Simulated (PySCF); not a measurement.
Delta-SCF ions had no search for a lower state. Excitations are Tamm–Dancoff values on a coarser integration grid. The basis has no diffuse functions, so Rydberg states are missing or too high.

**C$_{9}$H$_{7}$F$_{3}$, SMILES `FC(F)(F)/C=C/c1ccccc1` (C–C–C–C torsion 180°) (charge 0, multiplicity 1)**

Level of theory: PySCF with PBE0-D3(BJ)/def2-TZVP // PBE0-D3(BJ)/def2-SVP.

```yaml
HOMO: -7.10 eV
dipole_moment: 3.34 D
HOMO–LUMO gap: 5.38 eV
LUMO: -1.73 eV
S1 excitation (TDA): 4.88 eV
S1 oscillator strength: 0.024
brightest of the four lowest singlets (TDA): 5.19 eV
T1 excitation (TDA): 3.11 eV
S1–T1 gap (TDA): 1.77 eV
vertical ionisation energy (Delta-SCF): 8.75 eV
total_energy: -646.2750 Ha
cost: roughly 20 core-minutes
```

```xyz
19

F     -3.7465     0.9477    -0.4514
C     -3.4920    -0.2732     0.0266
F     -4.1583    -0.3987     1.1823
F     -4.0309    -1.1572    -0.8243
C     -2.0367    -0.5294     0.2162
C     -1.0961     0.3753    -0.0781
C      0.3521     0.2230     0.0695
C      1.1825     1.2915    -0.3007
C      2.5665     1.1993    -0.1817
C      3.1461     0.0329     0.3123
C      2.3325    -1.0393     0.6856
C      0.9517    -0.9463     0.5658
H     -1.8095    -1.5214     0.6150
H     -1.4300     1.3402    -0.4733
H      0.7292     2.2075    -0.6891
H      3.1952     2.0426    -0.4766
H      4.2317    -0.0439     0.4075
H      2.7816    -1.9565     1.0736
H      0.3309    -1.7942     0.8631
```
Charge 0, spin multiplicity 1.
